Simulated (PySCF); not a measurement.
## Basis-set dependence of population analyses: `CBOC[SiH3]`

Species: C2H9BOSi.
Bonds: C1–B2, B2–O3, O3–C4, C4–Si5. Hydrogens: H6, H7, H8 on C1; H9 on B2; H10, H11 on C4; H12, H13, H14 on Si5.

PBE0 throughout (PySCF), one geometry, spherical d and f functions. Geometry: PBE0-D3(BJ)/def2-SVP, one conformer, isolated molecule. Atoms taken as equivalent share a column and are averaged. The first 7 of 9 kinds of atom are listed.

Mulliken charges (e):

| basis | functions | C1 | B2 | O3 | C4 | Si5 | H6/H7/H8 | H9 |
| --- | --- | --- | --- | --- | --- | --- | --- | --- |
| STO-3G | 38 | -0.344 | +0.241 | -0.226 | -0.199 | +0.540 | +0.072 | -0.063 |
| 6-31G | 67 | -0.747 | +0.494 | -0.515 | -0.377 | +0.543 | +0.180 | -0.046 |
| pcSseg-0 | 67 | -1.073 | +0.623 | -0.620 | -0.615 | +0.540 | +0.242 | +0.017 |
| 6-31G* | 92 | -0.737 | +0.351 | -0.384 | -0.311 | +0.359 | +0.187 | -0.037 |
| cc-pVDZ | 119 | -0.194 | +0.066 | -0.166 | -0.027 | +0.219 | +0.053 | -0.053 |
| def2-SVP | 119 | -0.240 | +0.107 | -0.230 | -0.078 | +0.352 | +0.062 | -0.043 |
| 6-311+G(2d,p) | 197 | -0.713 | +0.498 | -0.348 | -0.439 | +0.369 | +0.163 | -0.006 |
| aug-cc-pVDZ | 200 | +0.611 | -0.267 | -0.510 | +0.738 | -0.611 | -0.283 | +0.667 |
| def2-TZVP | 215 | -0.508 | +0.147 | -0.233 | -0.188 | +0.152 | +0.143 | +0.002 |
| IGLO-III | 274 | -0.583 | +0.458 | -0.370 | -0.335 | +0.735 | +0.130 | -0.069 |
| cc-pVTZ | 280 | -0.386 | +0.103 | -0.190 | -0.096 | +0.161 | +0.108 | -0.024 |
| pcSseg-2 | 313 | -0.236 | +0.417 | -0.465 | -0.073 | +0.574 | +0.049 | -0.093 |

IAO charges (e):

```json
{"basis": "STO-3G", "functions": "38", "C1": "-0.542", "B2": "+0.190", "O3": "-0.217", "C4": "-0.367", "Si5": "+0.636", "H6/H7/H8": "+0.135", "H9": "-0.010"}
{"basis": "6-31G", "functions": "67", "C1": "-0.610", "B2": "+0.251", "O3": "-0.332", "C4": "-0.329", "Si5": "+0.445", "H6/H7/H8": "+0.160", "H9": "-0.001"}
{"basis": "pcSseg-0", "functions": "67", "C1": "-0.599", "B2": "+0.239", "O3": "-0.321", "C4": "-0.331", "Si5": "+0.433", "H6/H7/H8": "+0.157", "H9": "-0.006"}
{"basis": "6-31G*", "functions": "92", "C1": "-0.594", "B2": "+0.279", "O3": "-0.349", "C4": "-0.318", "Si5": "+0.571", "H6/H7/H8": "+0.153", "H9": "-0.013"}
{"basis": "cc-pVDZ", "functions": "119", "C1": "-0.592", "B2": "+0.263", "O3": "-0.343", "C4": "-0.316", "Si5": "+0.565", "H6/H7/H8": "+0.153", "H9": "-0.009"}
{"basis": "def2-SVP", "functions": "119", "C1": "-0.584", "B2": "+0.265", "O3": "-0.341", "C4": "-0.316", "Si5": "+0.585", "H6/H7/H8": "+0.151", "H9": "-0.013"}
{"basis": "6-311+G(2d,p)", "functions": "197", "C1": "-0.611", "B2": "+0.274", "O3": "-0.357", "C4": "-0.330", "Si5": "+0.599", "H6/H7/H8": "+0.159", "H9": "-0.009"}
{"basis": "aug-cc-pVDZ", "functions": "200", "C1": "-0.608", "B2": "+0.269", "O3": "-0.353", "C4": "-0.320", "Si5": "+0.567", "H6/H7/H8": "+0.158", "H9": "-0.008"}
{"basis": "def2-TZVP", "functions": "215", "C1": "-0.612", "B2": "+0.277", "O3": "-0.358", "C4": "-0.331", "Si5": "+0.607", "H6/H7/H8": "+0.159", "H9": "-0.009"}
{"basis": "IGLO-III", "functions": "274", "C1": "-0.613", "B2": "+0.276", "O3": "-0.358", "C4": "-0.332", "Si5": "+0.607", "H6/H7/H8": "+0.159", "H9": "-0.009"}
{"basis": "cc-pVTZ", "functions": "280", "C1": "-0.613", "B2": "+0.276", "O3": "-0.356", "C4": "-0.328", "Si5": "+0.592", "H6/H7/H8": "+0.159", "H9": "-0.010"}
{"basis": "pcSseg-2", "functions": "313", "C1": "-0.612", "B2": "+0.278", "O3": "-0.358", "C4": "-0.331", "Si5": "+0.606", "H6/H7/H8": "+0.159", "H9": "-0.010"}
```

Hirshfeld charges (e):

```
        basis  functions      C1      B2      O3      C4     Si5  H6/H7/H8      H9
       STO-3G         38  -0.119  +0.133  -0.112  -0.009  +0.352    +0.013  -0.085
        6-31G         67  -0.178  +0.167  -0.160  -0.057  +0.283    +0.040  -0.068
     pcSseg-0         67  -0.187  +0.164  -0.148  -0.057  +0.312    +0.039  -0.076
       6-31G*         92  -0.177  +0.170  -0.150  -0.060  +0.285    +0.040  -0.070
      cc-pVDZ        119  -0.193  +0.170  -0.135  -0.069  +0.306    +0.042  -0.073
     def2-SVP        119  -0.197  +0.174  -0.143  -0.068  +0.315    +0.043  -0.075
6-311+G(2d,p)        197  -0.195  +0.188  -0.168  -0.077  +0.317    +0.043  -0.067
  aug-cc-pVDZ        200  -0.204  +0.185  -0.161  -0.082  +0.313    +0.045  -0.066
    def2-TZVP        215  -0.199  +0.186  -0.161  -0.079  +0.310    +0.044  -0.068
     IGLO-III        274  -0.203  +0.186  -0.164  -0.080  +0.309    +0.045  -0.067
      cc-pVTZ        280  -0.200  +0.185  -0.154  -0.077  +0.307    +0.044  -0.070
     pcSseg-2        313  -0.203  +0.189  -0.163  -0.083  +0.316    +0.045  -0.067
```

Some averages cover members that differ in this geometry, most widely: H6/H7/H8, Mulliken in aug-cc-pVDZ -0.439 to -0.195 e.

Q: Which scheme is steadiest as the basis changes?

A: Largest range over the bases for any column: Hirshfeld 0.09 e, IAO 0.20 e, Mulliken 1.68 e. Hirshfeld charges move least and Mulliken charges most, counted in e. Without the minimal STO-3G basis the ranges are Hirshfeld 0.03, IAO 0.17, Mulliken 1.68 e.

Q: How much do the charges still move between the two largest bases, cc-pVTZ and pcSseg-2?

A: At most, over all atoms: Mulliken 0.413 e, IAO 0.013 e, Hirshfeld 0.009 e.

Q: What do the same runs give for the total energy, the frontier levels and the dipole moment?

A: 
```json
{"basis": "STO-3G", "energy (Eh)": "-465.2805", "HOMO (eV)": "-5.67", "LUMO (eV)": "3.71", "μ (D)": "2.08"}
{"basis": "6-31G", "energy (Eh)": "-470.7701", "HOMO (eV)": "-8.04", "LUMO (eV)": "0.41", "μ (D)": "2.12"}
{"basis": "pcSseg-0", "energy (Eh)": "-470.1151", "HOMO (eV)": "-8.21", "LUMO (eV)": "0.24", "μ (D)": "2.25"}
{"basis": "6-31G*", "energy (Eh)": "-470.8516", "HOMO (eV)": "-8.05", "LUMO (eV)": "0.48", "μ (D)": "1.79"}
{"basis": "cc-pVDZ", "energy (Eh)": "-470.8799", "HOMO (eV)": "-8.13", "LUMO (eV)": "0.23", "μ (D)": "1.71"}
{"basis": "def2-SVP", "energy (Eh)": "-470.6528", "HOMO (eV)": "-8.19", "LUMO (eV)": "0.20", "μ (D)": "1.82"}
{"basis": "6-311+G(2d,p)", "energy (Eh)": "-470.9394", "HOMO (eV)": "-8.25", "LUMO (eV)": "-0.10", "μ (D)": "1.67"}
{"basis": "aug-cc-pVDZ", "energy (Eh)": "-470.8921", "HOMO (eV)": "-8.23", "LUMO (eV)": "-0.20", "μ (D)": "1.64"}
{"basis": "def2-TZVP", "energy (Eh)": "-470.9543", "HOMO (eV)": "-8.23", "LUMO (eV)": "0.00", "μ (D)": "1.65"}
{"basis": "IGLO-III", "energy (Eh)": "-470.9608", "HOMO (eV)": "-8.23", "LUMO (eV)": "-0.06", "μ (D)": "1.64"}
{"basis": "cc-pVTZ", "energy (Eh)": "-470.9524", "HOMO (eV)": "-8.22", "LUMO (eV)": "0.05", "μ (D)": "1.65"}
{"basis": "pcSseg-2", "energy (Eh)": "-470.9623", "HOMO (eV)": "-8.24", "LUMO (eV)": "-0.05", "μ (D)": "1.68"}
```

The dipole is fixed by the density alone, so its range of 0.61 D shows that the density itself changes with the basis, not only its division among atoms.
